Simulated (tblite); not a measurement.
Species: C6H11O (doublet state).
Atom-mapped SMILES: `[CH3:1][CH:2][C:3](=[O:4])[CH:5]([CH3:6])[CH3:7]` (hydrogens: H8, H9, H10 on C1; H11 on C2; H12 on C5; H13, H14, H15 on C6; H16, H17, H18 on C7)

Structure used (GFN2-xTB), in Å, numbered top down from 1:
```xyz
18
C6H11O angstrom
C      2.8379    0.5562   -0.0901
C      1.5706   -0.1880   -0.0825
C      0.3326    0.4489    0.2238
O      0.2563    1.6529    0.4700
C     -0.9019   -0.4506    0.2027
C     -2.0280    0.1629    1.0260
C     -1.3285   -0.6363   -1.2571
H      3.5289    0.1533    0.6551
H      3.3374    0.4550   -1.0568
H      2.6482    1.6064    0.1197
H      1.5878   -1.2479   -0.2865
H     -0.6317   -1.4271    0.6194
H     -2.2451    1.1648    0.6642
H     -1.7350    0.2378    2.0708
H     -2.9277   -0.4439    0.9552
H     -2.1960   -1.2905   -1.3150
H     -1.5899    0.3262   -1.6912
H     -0.5247   -1.0737   -1.8460
```

Computed with GFN2-xTB (tblite): harmonic, unscaled wavenumbers at the GFN2-xTB geometry, gas phase. Errors from tens to a few hundred cm⁻¹ against measured bands are possible. One conformer, not necessarily the lowest. Open shells enter through the occupations alone, without spin polarisation, and single modes of such species can be off by tens of per cent.

Harmonic wavenumbers (cm⁻¹): 40.6, 92.7, 111.1, 176.2, 182.9, 216.8, 260.5, 298.3, 337.3, 461.5, 560.4, 626.7, 696.0, 815.3, 922.2, 936.4, 947.5, 986.3, 1020.1, 1082.7, 1100.1, 1144.7, 1177.0, 1189.5, 1280.4, 1320.8, 1364.3, 1380.4, 1401.3, 1414.8, 1425.7, 1455.4, 1485.8, 1492.2, 1498.2, 1503.5, 1581.8, 2924.8, 2940.4, 2969.4, 3023.5, 3028.2, 3033.6, 3037.3, 3040.1, 3044.5, 3050.1, 3082.5.

A = 4706, B = 1683, C = 1424 MHz; mass 99.081 u (most abundant isotopes); point group C1, symmetry number 1; spin multiplicity 2.

**Question.** What is the zero-point energy?

**Answer.** ½Σν̃ = 33581 cm⁻¹ = 96.01 kcal/mol.

**Question.** Give the ideal-gas entropy at 298.15 K and 1 bar in the rigid-rotor, harmonic-oscillator model (classical rotation).

**Answer.** Translation 39.72, rotation 27.75, vibration 26.28, spin (R ln 2) 1.38: S = 95.1 cal/(mol K).

**Question.** And Cp and H(298.15 K) − H(0)?

**Answer.** Cp = 33.93 cal/(mol K), of which vibrations give 25.98 (their classical limit is 48 R = 95.4); H(298.15 K) − H(0) = 6.44 kcal/mol without the zero-point energy, 4.07 from vibrations.

**Question.** What must be added to the electronic energy to get the Gibbs energy at 298.15 K and 1 bar?

**Answer.** ZPE + [H(298.15 K) − H(0)] − T·S = 96.01 + 6.44 − 28.36 = 74.09 kcal/mol.

**Question.** How do the functions run with temperature in this model?

**Answer.** 
```tsv
T (K)	S (cal/(mol K))	Cp (cal/(mol K))	H − H(0) (kcal/mol)	G − H(0) (kcal/mol)	ln q(vib)
100	68.1	18.3	1.27	-5.54	1.60
200	83.3	26.1	3.51	-13.15	4.04
300	95.3	34.1	6.51	-22.09	6.39
500	116.7	50.4	15.00	-43.33	10.90
800	144.4	67.6	32.89	-82.61	17.37
1000	160.3	75.3	47.21	-113.11	21.43
```

q(vib) and H(0) count from the zero-point level.

Hindered rotation and anharmonicity are outside this model. Other conformers, if any are populated, would add a mixing term that is left out. The structure is chiral; the term R ln 2 for an equal mix with its mirror image is left out.
